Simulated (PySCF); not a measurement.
S2I2 (singlet). Level of theory: PBE0 in PySCF with S def2-SVP, I def2-SVP with ECP28; scalar-relativistic core potentials, no spin–orbit coupling; density-fitted integrals.

Harmonic bands of its minimum:

```json
{"ω (cm⁻¹)": "41", "IR (km/mol)": "0.0"}
{"ω (cm⁻¹)": "143", "IR (km/mol)": "0.1"}
{"ω (cm⁻¹)": "175", "IR (km/mol)": "3.6"}
{"ω (cm⁻¹)": "316", "IR (km/mol)": "47.4"}
{"ω (cm⁻¹)": "317", "IR (km/mol)": "10.5"}
{"ω (cm⁻¹)": "544", "IR (km/mol)": "26.0"}
```

**Question.** Infer the point group and assign the bands.

**Answer.** C2. The modes span 4a + 2b: 41 a, 143 a, 175 b, 316 b, 317 a, 544 a. The computed geometry has S–I 2.472 Å (×2), S–S 1.976 Å; I–S–S 109.3° (×2).

Other isomers or separated fragments may lie lower.
